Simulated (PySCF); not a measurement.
C7H10OSSi.
Z-matrix (Å and degrees, GFN2-xTB geometry), rows numbered from 1:
```
C 
C   1  1.3620
O   2  1.3392  1  110.84
C   3  1.3560  2  107.48  1    -0.02
Si  4  1.8653  3  117.18  2   179.03
C   5  1.9102  4  114.92  3    82.31
C   6  1.5268  5  107.08  4    98.93
C   7  1.5179  6  109.55  5    43.72
S   8  1.8308  7  109.77  6   -55.46
C   4  1.3703  3  109.30  2     0.08
H   1  1.0708  2  126.97  3  -179.89
H   2  1.0728  1  131.82  3  -179.81
H   5  1.4632  4  111.73  3   -46.88
H   6  1.0887  5  112.97  4   -23.01
H   6  1.0909  5  109.62  4  -142.41
H   7  1.0931  6  111.19  5   164.73
H   7  1.0922  6  109.69  5   -75.72
H   8  1.0881  7  112.33  6  -173.88
H   8  1.0900  7  111.28  6    63.40
H  10  1.0708  1  127.46  2  -179.63
```

Probes without a nucleus sit at each ring's centroid and 1 Å off its mean plane on both sides; NICS is minus the shielding there, NICSzz its component along the normal. Level: GIAO PBE0/pcSseg-1 (PySCF, non-relativistic, gas phase) on the GFN2-xTB geometry, one conformer.

Ring bond lengths (Å), with Mayer bond orders in brackets: C1–C2 1.362 (1.58), C2–O3 1.339 (1.10), O3–C4 1.356 (1.00), C4–C10 1.370 (1.56), C10–C1 1.411 (1.28); Si5–C6 1.910 (0.90), C6–C7 1.527 (1.04), C7–C8 1.518 (1.02), C8–S9 1.831 (0.99), S9–Si5 2.148 (0.98).

Q: Give the NICS values of each ring in ppm.

A: 
```
           ring                                                    type  NICS(0)  NICS(1), two faces  NICS(1)zz, two faces  rms pucker (Å)  centre to ring atoms, mean (Å)
C1–C2–O3–C4–C10       5-membered ring with O; formal bonds all aromatic    -11.7       -10.8 / -10.9         -27.3 / -28.0            0.00                            1.16
Si5–C6–C7–C8–S9  5-membered ring with S and Si; formal bonds all single     -7.2         -4.5 / -4.7           -4.0 / -2.8            0.21                            1.48
```

Q: What can be read from them?

A: 
- C1–C2–O3–C4–C10: mean NICS(1)zz -27.6 ppm, shielded. The ring is flat and has no four-coordinate atom; by the NICS criterion it is aromatic.
- Si5–C6–C7–C8–S9: mean NICS(1)zz -3.4 ppm, shielded. Si5, C6, C7, C8 have four or more neighbours, and the NICS criterion for π rings isn't applied.

Q: And the bond-length index? Use HOMA with the parameters of Krygowski (1993).

A: 
- C1–C2–O3–C4–C10: HOMA 0.49; the largest term is that of O3–C4, α(R − Ropt)² = 1.30.

Q: What is the mean of the two in-plane components of NICS at the second NICS(1) probe listed for ring C1–C2–O3–C4–C10, 1 Å off the ring?

A: The isotropic value is a third of the trace: (3 × -10.9 − (-28.0))/2 = -2.4 ppm.

Q: How shielded are the nuclei of the rings and their hydrogens (means over atoms taken as equivalent)?

A: 
```csv
atoms,environment,σ isotropic (ppm),"principal values of the symmetric part, first atom (ppm)"
C1,aromatic CH carbon,70.1,"-18.3, 64.7, 163.9"
C2,aromatic CH next to a ring oxygen,32.6,"-46.4, 38.3, 105.8"
O3,furan-type oxygen,18.5,"-129.1, -80.2, 264.8"
C4,substituted aromatic carbon,29.8,"-39.8, 24.6, 104.5"
Si5,SiH silicon,353.6,"306.5, 349.1, 405.2"
C6,sp3 carbon bound to silicon,168.3,"153.1, 168.2, 183.8"
C7,ring CH2 carbon,154.3,"136.5, 151.2, 175.3"
C8,sp3 carbon bound to sulfur,147.5,"112.0, 162.9, 167.7"
S9,sulfur bonded to C and Si,656.8,"511.9, 590.1, 868.4"
C10,aromatic CH carbon,55.3,"-44.9, 51.6, 159.3"
H11,aromatic hydrogen,24.98,"22.9, 25.6, 26.5"
H12,aromatic hydrogen,23.86,"20.9, 24.7, 26.0"
H13,Si–H hydrogen,26.14,"21.7, 24.2, 32.5"
H14,methylene hydrogen,30.44,"25.6, 28.2, 37.5"
```

The list is cut; further classes of hydrogen are left out.

On an Arm Neoverse N1 with one thread, no GPU, shared host, this took 1.9 min (with the writing of density and orbital grids) and 1.0 GiB of memory at its peak. This is the whole shielding run at PBE0/pcSseg-1, SCF included.
